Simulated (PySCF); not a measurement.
# Cobalt: a sound run and one with changed settings

Sound run: Co⁺ [Ar] 3d8, Co²⁺ [Ar] 3d7. Computed with PySCF 2.14 in jorge-DZP-DKH (8s6p2d1f, 43 functions), with the spin-free X2C one-electron Hamiltonian (Gaussian nucleus). The sound run starts from symmetry-adapted Hartree-Fock orbitals and uses a fine grid where one is needed.

A second run was set up differently.

```csv
species,method,sound run (hartree),changed run (hartree),converged
Co⁺,UHF,-1391.37073,-1391.37061,no
Co⁺,LDA,-1390.09236,-1390.09219,no
Co⁺,BP86,-1392.97640,-1392.97625,no
Co²⁺,UHF,-1390.85400,-1390.85302,no
Co²⁺,LDA,-1389.43975,-1389.43970,no
Co²⁺,BP86,-1392.33474,-1392.33470,no
```

Task: What was changed?
A. angular grid far too coarse
B. level shift left on
C. a valence shell is frozen
D. too few SCF iterations

Result: D. It used initial guess minao, at most 5 SCF cycles. The SCF was stopped early; the energies are upper bounds that still move, and correlated levels were skipped or rest on poor orbitals.
